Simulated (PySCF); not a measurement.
The same groups moved round the core (benzothiophene boryl+boryl). All species are isolated molecules in the gas phase. One relaxed conformer stands for each flexible species; it need not be the lowest. Strings in code marks are SMILES. Quantity: electronic energy of isomers of C8H8B2S relative to `Bc1cc2cccc(B)c2s1` (H–B–C–S torsion 180°, C–C–B–H torsion 180°). Level 1: PBE-D3(BJ)/def2-TZVP // PBE0-D4/def2-SVP (PySCF). Level 2: PBE0-D4/def2-TZVP // PBE0-D4/def2-SVP (PySCF).

```json
[
 {"case": "`Bc1ccc2sc(B)cc2c1` (H–B–C–C torsion 0°, S–C–B–H torsion -180°)", "level 1 (kcal/mol)": "0.1", "level 2 (kcal/mol)": "0.1"},
 {"case": "`Bc1cc2c(B)cccc2s1` (H–B–C–S torsion -180°, C–C–B–H torsion 0°)", "level 1 (kcal/mol)": "0.5", "level 2 (kcal/mol)": "0.6"},
 {"case": "`Bc1ccc2cc(B)sc2c1` (H–B–C–C torsion 0°, S–C–B–H torsion -180°)", "level 1 (kcal/mol)": "0.6", "level 2 (kcal/mol)": "0.8"},
 {"case": "`Bc1csc2c(B)cccc12` (H–B–C–C torsion -180°, C–C–B–H torsion 0°)", "level 1 (kcal/mol)": "1.1", "level 2 (kcal/mol)": "1.0"},
 {"case": "`Bc1ccc2c(B)csc2c1` (H–B–C–C torsion -180°, C–C–B–H torsion -180°)", "level 1 (kcal/mol)": "1.4", "level 2 (kcal/mol)": "1.3"},
 {"case": "`Bc1ccc2scc(B)c2c1` (H–B–C–C torsion 0°, C–C–B–H torsion 0°)", "level 1 (kcal/mol)": "2.0", "level 2 (kcal/mol)": "1.8"},
 {"case": "`Bc1cc(B)c2sccc2c1` (H–B–C–C torsion 180°, C–C–B–H torsion 0°)", "level 1 (kcal/mol)": "4.8", "level 2 (kcal/mol)": "4.3"},
 {"case": "`Bc1ccc(B)c2sccc12` (H–B–C–C torsion 180°, C–C–B–H torsion 0°)", "level 1 (kcal/mol)": "6.5", "level 2 (kcal/mol)": "withheld"}
]
```

Fit level 2 = a + b·x to the 7 complete rows by least squares, with x = level 1 in kcal/mol. Give a, b and the rms residual, and predict the withheld value.

Means of the 7 rows: x̄ = 1.5, ȳ = 1.4143 kcal/mol. Σ(x − x̄)² = 15.08 and Σ(x − x̄)(y − ȳ) = 13.1, so b = 0.869 and a = ȳ − b·x̄ = 0.11 kcal/mol. The rms residual is 0.08 kcal/mol. At x = 6.5 the line gives 5.8 kcal/mol, outside the range of the fitted rows. The run for `Bc1ccc(B)c2sccc12` (H–B–C–C torsion 180°, C–C–B–H torsion 0°) gave 6.1 kcal/mol, so the line is off by 0.3 kcal/mol, more than twice the rms residual.

Codes: PySCF.
